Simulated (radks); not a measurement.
Ir41+, 36 electrons, occupied as [Kr] (the NIST ground configuration).

Method: scalar-relativistic Kohn-Sham, PBE, spin-unpolarised, spherical densities, point nucleus; computed with a radial shooting solver on a logarithmic mesh with Libxc functionals.

Energy parts (eV):
part                       energy
total                  -456095.09
kinetic                 510499.43
electron-nucleus      -1057499.41
Hartree                  98266.58
exchange-correlation     -7361.70

Orbitals (lengths in bohr, moments of r in powers of bohr; <r^-3> diverges for s and p1/2):
orbital	occ.	eigenvalue (eV)	<r^-3>	<r>	<r^4>	<r^2>
1s	2	-78045.87	-	0.01743	4.805e-07	0.0004193
2s	2	-15227.30	-	0.07354	0.00007087	0.006404
2p	6	-13479.04	23070	0.06618	0.00005671	0.005353
3s	2	-4956.928	-	0.1882	0.002439	0.04043
3p	6	-4443.874	5392	0.1883	0.002609	0.04105
3d	10	-3895.401	681.7	0.1699	0.001944	0.03362
4s	2	-2282.732	-	0.3807	0.03674	0.1628
4p	6	-2092.180	1736	0.3923	0.04251	0.1740

The highest occupied level is 4p at -2092.2 eV. The density falls to 0.001 e/bohr^3 at r = 1.00 bohr.
